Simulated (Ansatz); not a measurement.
Calculated with Ansatz (gas phase, PBE0-D4/def2-TZVP geometries, no zero-point term in ΔE). CCSD(T)/CBS adds triple-zeta CCSD(T) − MP2 to the extrapolated MP2 energy (def2 sets, frozen cores). DFT in def2-TZVPP. For Se outer-core shells are correlated without core-valence functions, which leaves a few kJ/mol of doubt a bond. Scalar relativity is left out up to krypton. One conformer a species, not always the lowest.

Consider the ligand exchange at the Si–Se bond: `O[SiH](F)[SeH]` + `N[SiH2]F` → `O[SiH](F)N[SiH2]F` + H₂Se.

```csv
level,ΔE (kcal/mol)
r2SCAN0,-2.0
RPA@PBE/def2-TZVPP,-4.5
HF/def2-TZVPP,-4.7
MP2/def2-QZVPP,-2.1
```

Problem. What does CCSD(T)/CBS give? (Best estimate.)

Solution. Ansatz gave: -2.6 kcal/mol. The listed levels differ from it by 0.6, -1.9, -2.1, 0.5 kcal/mol.

Largest T1 diagnostic among the species: 0.012.

In def2-TZVPP, CCSD(T) changes the Hartree–Fock value by +1.0 kcal/mol (the triples alone add +0.3 kcal/mol) and MP2 by +2.1 kcal/mol. From BLYP to BHLYP (50 % exact exchange), in def2-TZVPP and without D4, ΔE moves by −2.2 kcal/mol.
